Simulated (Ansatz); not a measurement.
Isomers of C2H8ClNOSi, relaxed with PBE0-D4/def2-TZVP in Ansatz; electronic energies, one conformer each and not always the lowest. Functionals use def2-TZVPP; CBS adds triple-zeta CCSD(T) − MP2 to the MP2 limit of def2-TZVPP and def2-QZVPP.

**Question.** Order them by energy at frozen-core CCSD(T)/CBS, lowest first. (Best estimate.)
A. `CN[SiH](Cl)OC`
B. `CC[Si](N)(O)Cl`
C. `CO[Si](C)(N)Cl`

**Answer.** B (0.0 kJ/mol), C (44.9 kJ/mol), A (139.0 kJ/mol).

**Question.** How do B3LYP-D4, ωB97M-V, HF/CBS(def2), PBE0-D4 place them (kJ/mol, against `CC[Si](N)(O)Cl`)? (Estimate.)

**Answer.** The calculation gave: 
```
          isomer  B3LYP-D4  ωB97M-V  HF/CBS(def2)  PBE0-D4
`CO[Si](C)(N)Cl`      37.6     41.7          32.0     44.0
 `CN[SiH](Cl)OC`     127.3    137.5         113.8    136.6
```

B3LYP here is the variant with VWN-RPA as its local correlation; programs differ in this.
